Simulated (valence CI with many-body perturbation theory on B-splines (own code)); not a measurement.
## Which ion has this spectrum?

A relativistic CI+MBPT calculation for an atom or ion with 13 electrons gives these levels (cm⁻¹):

```
  J  Parity       E     g
1/2     odd       0  0.66
3/2     odd   63585  1.33
1/2    even  351874  2.63
3/2    even  383128  1.72
5/2    even  410059  1.55
3/2    even  483408  0.82
5/2    even  499461  1.25
1/2    even  561142  1.31
1/2    even  624640  1.40
3/2    even  636387  1.31
3/2    even  720493  0.80
5/2    even  729067  1.20
3/2     odd  895583  1.11
5/2     odd  922058  1.20
```

The energies are calculated, with errors of perhaps 400 cm⁻¹, more in some levels.

Problem. Which is it?
A. As20+
B. Br22+
C. Zn17+
D. Ga18+

Solution. A. As20+, ground level 3s2.3p 2P°_1/2.
